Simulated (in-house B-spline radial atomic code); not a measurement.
Orbital energies and mean radii along the 20-electron series, configuration [Ar] 3d2. The effective charge is n√(-2ε), a non-relativistic measure. Computed with a B-spline radial code for spherical atoms: non-relativistic Hartree-Fock, average of the configuration, point nuclei.

```json
{"ion": "Ti2+", "Z": "22", "energy of 3s (Eh)": "-3.4533", "mean radius of 3s (bohr)": "1.0141", "energy of 3d (Eh)": "-0.98784", "mean radius of 3d (bohr)": "1.4022", "energy of 1s (Eh)": "-183.87", "mean radius of 1s (bohr)": "0.070116", "energy of 3p (Eh)": "-2.3806", "mean radius of 3p (bohr)": "1.089", "effective charge of 3s": "7.8841"}
{"ion": "V3+", "Z": "23", "energy of 3s (Eh)": "-4.428", "mean radius of 3s (bohr)": "0.94383", "energy of 3d (Eh)": "-1.6934", "mean radius of 3d (bohr)": "1.1635", "energy of 1s (Eh)": "-202.8", "mean radius of 1s (bohr)": "0.067002", "energy of 3p (Eh)": "-3.2502", "mean radius of 3p (bohr)": "0.99913", "effective charge of 3s": "8.9277"}
{"ion": "Cr4+", "Z": "24", "energy of 3s (Eh)": "?", "mean radius of 3s (bohr)": "?", "energy of 3d (Eh)": "?", "mean radius of 3d (bohr)": "?", "energy of 1s (Eh)": "?", "mean radius of 1s (bohr)": "?", "energy of 3p (Eh)": "?", "mean radius of 3p (bohr)": "?", "effective charge of 3s": "?"}
{"ion": "Mn5+", "Z": "25", "energy of 3s (Eh)": "-6.7691", "mean radius of 3s (bohr)": "0.82696", "energy of 3d (Eh)": "-3.4875", "mean radius of 3d (bohr)": "0.90191", "energy of 1s (Eh)": "-243.7", "mean radius of 1s (bohr)": "0.061534", "energy of 3p (Eh)": "-5.3744", "mean radius of 3p (bohr)": "0.85656", "effective charge of 3s": "11.038"}
{"ion": "Fe6+", "Z": "26", "energy of 3s (Eh)": "-8.1212", "mean radius of 3s (bohr)": "0.77847", "energy of 3d (Eh)": "-4.5659", "mean radius of 3d (bohr)": "0.81739", "energy of 1s (Eh)": "-265.67", "mean radius of 1s (bohr)": "0.059121", "energy of 3p (Eh)": "-6.6164", "mean radius of 3p (bohr)": "0.79964", "effective charge of 3s": "12.091"}
{"ion": "Co7+", "Z": "27", "energy of 3s (Eh)": "-9.5903", "mean radius of 3s (bohr)": "0.73532", "energy of 3d (Eh)": "-5.7621", "mean radius of 3d (bohr)": "0.74942", "energy of 1s (Eh)": "-288.65", "mean radius of 1s (bohr)": "0.056889", "energy of 3p (Eh)": "-7.9751", "mean radius of 3p (bohr)": "0.74996", "effective charge of 3s": "13.139"}
{"ion": "Ni8+", "Z": "28", "energy of 3s (Eh)": "?", "mean radius of 3s (bohr)": "?", "energy of 3d (Eh)": "?", "mean radius of 3d (bohr)": "?", "energy of 1s (Eh)": "?", "mean radius of 1s (bohr)": "?", "energy of 3p (Eh)": "?", "mean radius of 3p (bohr)": "?", "effective charge of 3s": "?"}
{"ion": "Cu9+", "Z": "29", "energy of 3s (Eh)": "-12.875", "mean radius of 3s (bohr)": "0.66196", "energy of 3d (Eh)": "-8.5024", "mean radius of 3d (bohr)": "0.64555", "energy of 1s (Eh)": "-337.61", "mean radius of 1s (bohr)": "0.052893", "energy of 3p (Eh)": "-11.037", "mean radius of 3p (bohr)": "0.66739", "effective charge of 3s": "15.223"}
```

Question: Fill in the row of Cr4+.

Answer: energy of 3s (Eh): -5.5366; mean radius of 3s (bohr): 0.88173; energy of 3d (Eh): -2.5289; mean radius of 3d (bohr): 1.0115; energy of 1s (Eh): -222.74; mean radius of 1s (bohr): 0.064152; energy of 3p (Eh): -4.2511; mean radius of 3p (bohr): 0.92237; effective charge of 3s: 9.9829.

Question: Fill in the row of Ni8+.

Answer: energy of 3s (Eh): -11.175; mean radius of 3s (bohr): 0.69671; energy of 3d (Eh): -7.0746; mean radius of 3d (bohr): 0.69314; energy of 1s (Eh): -312.63; mean radius of 1s (bohr): 0.054819; energy of 3p (Eh): -9.4489; mean radius of 3p (bohr): 0.70621; effective charge of 3s: 14.183.

Question: How does the screening of 3s change?

Answer: Z less the effective charge goes from 14.12 at Z = 22 to 13.78 at Z = 29.
